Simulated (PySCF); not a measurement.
V(O)(OH)3 (H₃O₄V), SMILES [O]=[V]([OH])([OH])[OH], multiplicity 1.

Geometry optimised at PBE-D3(BJ)/def2-SVP. The spin state was assumed, not searched. One conformer was computed; it need not be the lowest.

Method: PBE-D3(BJ)/def2-SVP (PySCF 2.14.0).

Frequencies are harmonic and unscaled.

Modes within 1.5 cm⁻¹ of each other (mostly degenerate sets) share a row, with their intensities summed.

```tsv
mode	ν (cm⁻¹)	IR (km/mol)	moving atoms (share of kinetic energy)
1–2	236	32.1	H 53 %, O 33 %, V 14 %
3–4	237	0.3	O 94 %
5	254	2.6	O 65 %, V 24 %, H 11 %
6	271	0.0	H 89 %, O 11 %
7–8	362	236.8	H 53 %, O 43 %
9–10	625	392.9	H 70 %, O 29 %
11	648	66.4	H 91 %, O 9 %
12	706	37.6	O 92 %
13–14	792	233.9	O 48 %, V 36 %, H 16 %
15	1102	132.6	O 73 %, V 26 %
16–17	3734	429.5	H 94 %
18	3741	25.8	H 94 %
```
